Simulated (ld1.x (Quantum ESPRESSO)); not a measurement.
# u(r) = r·R(r): atom against pseudo-atom (ruthenium (Ru))

Columns: radius, all-electron u(r) and pseudo u(r) of the 4s shell (level -96.60 eV) of ruthenium in the configuration [Ar] 3d10 4s2 4p6 4d6 5s0 5p0; LDA (PZ), scalar-relativistic, RRKJ scheme, ld1.x (Quantum ESPRESSO) 7.5.

| r (bohr) | all-electron | pseudo |
| --- | --- | --- |
| 0.095 | -0.4133 | -0.1263 |
| 0.190 | 0.1653 | -0.2558 |
| 0.285 | 0.6266 | -0.3903 |
| 0.380 | 0.4796 | -0.5287 |
| 0.475 | 0.0305 | -0.6664 |
| 0.570 | -0.4437 | -0.7961 |
| 0.665 | -0.8113 | -0.9084 |
| 0.760 | -1.0395 | -0.9938 |
| 0.855 | -1.1429 | -1.0448 |
| 0.950 | -1.1518 | -1.0569 |
| 1.045 | -1.0979 | -1.0303 |
| 1.140 | -1.0069 | -0.9696 |
| 1.235 | -0.8983 | -0.8831 |
| 1.330 | -0.7851 | -0.7815 |
| 1.425 | -0.6754 | -0.6756 |
| 1.520 | -0.5740 | -0.5743 |
| 1.615 | -0.4830 | -0.4830 |
| 1.710 | -0.4032 | -0.4032 |
| 1.805 | -0.3344 | -0.3344 |
| 1.900 | -0.2758 | -0.2758 |
| 1.995 | -0.2264 | -0.2264 |
| 2.090 | -0.1852 | -0.1852 |
| 2.185 | -0.1509 | -0.1509 |
| 2.280 | -0.1226 | -0.1226 |
| 2.375 | -0.0993 | -0.0993 |
| 2.470 | -0.0803 | -0.0803 |

(1) How many radial nodes do the two functions have?

(2) At about which radius was the pseudo-wave matched?

(3) Is the pseudo-wave norm-conserving?

Results:

(1) The all-electron 4s function has n − l − 1 = 3 (the table is too coarse to show those close to the nucleus); the pseudo-wave has 0, since the states of the same l below it are removed with the core.

(2) 1.65 bohr. The columns agree to 0.0005 from 1.43 bohr on; several derivatives are matched, so the curves merge somewhat inside the radius.

(3) Yes: the RRKJ scheme keeps the norm inside the radius equal to the all-electron one, which fixes the energy derivative of the logarithmic derivative at the level.
